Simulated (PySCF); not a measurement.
An excited-state job on `c1cc(c(cc1)Cl)N`.

Computed with TDDFT CAM-B3LYP/def2-SVPD, vertical, gas phase, core orbitals frozen in the response (PySCF 2.14.0, density-fitted response routines). Geometry: GFN2-xTB. The input is one job of a driver script: a line of settings, then coordinates in Å.

Input:
```
{"job": {"kind": "uv", "xc": "CAM-B3LYP", "basis": "def2-SVPD", "nstates": 8, "ntriplets": 3}, "charge": 0, "multiplicity": 1}
N      2.251512    -0.329143    -0.024050
C      0.891011    -0.158102    -0.025425
C      0.022123    -1.247189    -0.125763
C     -1.345930    -1.077159    -0.058087
C     -1.889854     0.185183     0.109932
C     -1.050637     1.282208     0.209094
C      0.316860     1.107398     0.141019
Cl     1.358310     2.497845     0.255559
H      2.605809    -1.181264    -0.423745
H      2.803647     0.498061    -0.185908
H      0.442746    -2.233567    -0.256876
H     -1.992341    -1.937899    -0.139150
H     -2.958611     0.318894     0.164074
H     -1.455322     2.274260     0.337160
```

Output:
```
coarse grid: 12928 points
cycle   1  E = -746.5876333382  dE =  1.659e+00  |g| = 3.945e-01  |ddm| = 1.433e+01
cycle   2  E = -746.5930852135  dE = -5.452e-03  |g| = 4.071e-01  |ddm| = 3.662e+00
cycle   3  E = -746.6314288401  dE = -3.834e-02  |g| = 7.107e-02  |ddm| = 1.488e+00
cycle   4  E = -746.6326410015  dE = -1.212e-03  |g| = 3.211e-02  |ddm| = 4.136e-01
cycle   5  E = -746.6329043121  dE = -2.633e-04  |g| = 6.742e-03  |ddm| = 1.561e-01
cycle   6  E = -746.6329153334  dE = -1.102e-05  |g| = 1.844e-03  |ddm| = 3.966e-02
cycle   7  E = -746.6329163822  dE = -1.049e-06  |g| = 7.122e-04  |ddm| = 1.182e-02
final grid: 122224 points
cycle   8  E = -746.7337220996  dE = -3.220e-05  |g| = 3.871e-03  |ddm| = 1.950e-01
cycle   9  E = -746.7337226590  dE = -5.594e-07  |g| = 3.688e-03  |ddm| = 2.669e-02
cycle  10  E = -746.7337261047  dE = -3.446e-06  |g| = 2.245e-04  |ddm| = 1.495e-02
cycle  11  E = -746.7337261106  dE = -5.841e-09  |g| = 2.102e-04  |ddm| = 1.743e-03
cycle  12  E = -746.7337261222  dE = -1.166e-08  |g| = 2.919e-05  |ddm| = 8.359e-04
cycle  13  E = -746.7337261226  dE = -3.743e-10  |g| = 1.078e-05  |ddm| = 1.254e-04
converged SCF energy = -746.7337261226

Static polarisability (au): isotropic 91.168, principal 54.912 101.624 116.969

Singlet excitations
state   eV       nm        f      main configurations
  1   4.8638    254.9   0.05994   H->L 0.87, H-1->L+1 0.11
  2   5.6726    218.6   0.09077   H->L+1 0.78, H-1->L 0.19
  3   5.8243    212.9   0.00818   H->L+2 0.85
  4   5.9413    208.7   0.00202   H->L+3 0.81
  5   6.5991    187.9   0.44853   H-1->L 0.73, H->L+1 0.18
  6   6.6611    186.1   0.05670   H->L+4 0.65, H-1->L+1 0.14
  7   6.7126    184.7   0.23895   H-1->L+1 0.41, H->L+5 0.13, H-1->L+2 0.09
  8   6.7705    183.1   0.15112   H-1->L+3 0.25, H-1->L+1 0.23, H->L+5 0.21

Triplet excitations (Tamm-Dancoff, eV): 3.9056 3.9991 4.5883
```

The SCF starts on a coarse grid where the log names one; the energy can jump when the final grid takes over, and dE then counts from the start density on the new grid. H and L stand for HOMO and LUMO; the number after each pair is its weight.

**Question.** Which computed singlet has the largest oscillator strength, and what do all of them sum to?

**Answer.** State 5 at 6.60 eV (188 nm), f = 0.449; the 8 states sum to 1.056.

**Question.** Give the mean polarisability as a volume in Å³, and the ratio of the largest to the smallest principal value.

**Answer.** 91.168 au × 0.148185 = 13.51 Å³; 116.969/54.912 = 2.13.

In short: HOMO -7.35 eV, LUMO 0.65 eV; lowest singlet 4.86 eV; lowest triplet 3.91 eV (Tamm–Dancoff); mean polarisability 91.2 au.

On an x86-64 server with one thread, shared host, this took 30 s wall.
Labels such as C1 count atoms from 1, the log's own numbers from 0.
